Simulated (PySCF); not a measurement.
K⁺ (potassium, charge +1) across methods

[Ar], closed-shell 1S. Calculation: PySCF 2.14, in aug-cc-pVQZ-X2C; scalar relativity by spin-free X2C-1e.

```tsv
method	E (hartree)	mean ε 2p (eV)	mean ε 3s (eV)	mean ε 3p (eV)	Σ⟨r²⟩ (bohr²)	⟨S²⟩
wB97X	-602.081	-295.91	-47.662	-29.671	19.52	0.000
PW91	-602.062	-286.88	-41.716	-25.130	19.61	0.000
UHF	-601.31657	-319.70	-53.847	-31.883	19.51	0.000
LDA	-600.310	-286.27	-41.509	-25.088	19.62	0.000
BLYP	-602.075	-286.74	-41.434	-24.874	19.66	0.000
r2SCAN	-602.037	-290.28	-42.989	-25.619	19.50	0.000
PBE	-601.855	-286.48	-41.634	-25.037	19.60	0.000
CAM-B3LYP	-602.095	-295.77	-46.498	-28.561	19.63	0.000
PBE0	-601.901	-295.11	-45.022	-27.060	19.53	0.000
```
